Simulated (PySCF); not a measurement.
C4H9NSi, SMILES CC#C[SiH2]CN.

Coordinates come from a PBE0-D3(BJ)/def2-SVP optimisation. The structure was generated by enumeration, and PubChem lists no compound with its InChIKey, so it may never have been made. One conformer was computed; it need not be the lowest.

The numbers are results of TDDFT-CAM-B3LYP/def2-SVPD (PySCF), not measurements.

Vertical excitations. The molecule is in vacuum.

```json
[
 {"state": "S1", "energy (eV)": "5.91", "λ (nm)": "210", "f": "0.000", "main pairs": "HOMO−1→LUMO 28 %, HOMO−2→LUMO+2 22 %, HOMO−1→LUMO+1 20 %, HOMO−1→LUMO+3 7 %"},
 {"state": "S2", "energy (eV)": "6.11", "λ (nm)": "203", "f": "0.007", "main pairs": "HOMO→LUMO 40 %, HOMO−1→LUMO+2 23 %, HOMO−2→LUMO 7 %"},
 {"state": "S3", "energy (eV)": "6.17", "λ (nm)": "201", "f": "0.002", "main pairs": "HOMO−2→LUMO+2 51 %, HOMO−1→LUMO 13 %, HOMO→LUMO+2 11 %, HOMO−1→LUMO+1 9 %"},
 {"state": "S4", "energy (eV)": "6.26", "λ (nm)": "198", "f": "0.008", "main pairs": "HOMO→LUMO 28 %, HOMO−1→LUMO+2 19 %, HOMO−2→LUMO 16 %, HOMO→LUMO+4 15 %"},
 {"state": "S5", "energy (eV)": "6.96", "λ (nm)": "178", "f": "0.021", "main pairs": "HOMO→LUMO+1 39 %, HOMO→LUMO+2 18 %, HOMO→LUMO+4 17 %, HOMO→LUMO 6 %"},
 {"state": "S6", "energy (eV)": "7.08", "λ (nm)": "175", "f": "0.004", "main pairs": "HOMO→LUMO+2 37 %, HOMO→LUMO+1 19 %, HOMO−2→LUMO 10 %, HOMO−2→LUMO+2 9 %"},
 {"state": "S7", "energy (eV)": "7.14", "λ (nm)": "174", "f": "0.005", "main pairs": "HOMO−1→LUMO+1 54 %, HOMO−1→LUMO 36 %"},
 {"state": "S8", "energy (eV)": "7.22", "λ (nm)": "172", "f": "0.018", "main pairs": "HOMO−2→LUMO+1 35 %, HOMO−2→LUMO 18 %, HOMO→LUMO+2 18 %, HOMO→LUMO+4 11 %"},
 {"state": "S9", "energy (eV)": "7.58", "λ (nm)": "164", "f": "0.005", "main pairs": "HOMO→LUMO+5 50 %, HOMO→LUMO+3 22 %"},
 {"state": "S10", "energy (eV)": "7.72", "λ (nm)": "161", "f": "0.010", "main pairs": "HOMO→LUMO+4 33 %, HOMO→LUMO+3 18 %, HOMO→LUMO+1 12 %, HOMO−2→LUMO+1 10 %"},
 {"state": "T1", "energy (eV)": "4.92", "λ (nm)": "252", "f": "0", "main pairs": "HOMO−1→LUMO+2 40 %, HOMO−2→LUMO 16 %, HOMO−2→LUMO+1 12 %"},
 {"state": "T2", "energy (eV)": "5.36", "λ (nm)": "231", "f": "0", "main pairs": "HOMO−1→LUMO+2 21 %, HOMO−2→LUMO+2 16 %, HOMO−1→LUMO 11 %, HOMO−1→LUMO+1 11 %"},
 {"state": "T3", "energy (eV)": "5.36", "λ (nm)": "231", "f": "0", "main pairs": "HOMO−1→LUMO+2 23 %, HOMO−2→LUMO+2 15 %, HOMO−1→LUMO 12 %, HOMO−2→LUMO+1 8 %"},
 {"state": "T4", "energy (eV)": "5.91", "λ (nm)": "210", "f": "0", "main pairs": "HOMO→LUMO 45 %, HOMO→LUMO+4 20 %, HOMO→LUMO+2 9 %"}
]
```
Triplets are in the Tamm–Dancoff approximation, which puts them higher than full response would, so one can lie above its singlet here.
